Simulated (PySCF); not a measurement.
Computed IR spectrum (relative IR intensity) of a molecule C4H4ClF. The structure is a stationary point at B3LYP-D3(BJ)/def2-SVP. Other conformers were not sampled. Calculation: PySCF with B3LYP-D3(BJ)/def2-SVP. Frequencies are harmonic and unscaled.

| ν (cm⁻¹) | relative intensity |
|---|---|
| 452 | 7.1 |
| 622 | 12 |
| 707 | 24 |
| 752 | 35 |
| 772 | 19 |
| 866 | 63 |
| 898 | 13 |
| 965 | 30 |
| 1219 | 23 |
| 1315 | 5.3 |
| 1388 | 59 |
| 1404 | 64 |
| 1726 | 100 |
| 3181 | 3.0 |
| 3211 | 6.2 |

Question: Which molecule gave these data?
(A) C=C(F)/C=C\Cl
(B) F/C=C\C=C/Cl
(C) C=C=C[C@H](F)Cl
(D) C=C=C(F)CCl

Answer: A, C=C(F)/C=C\Cl
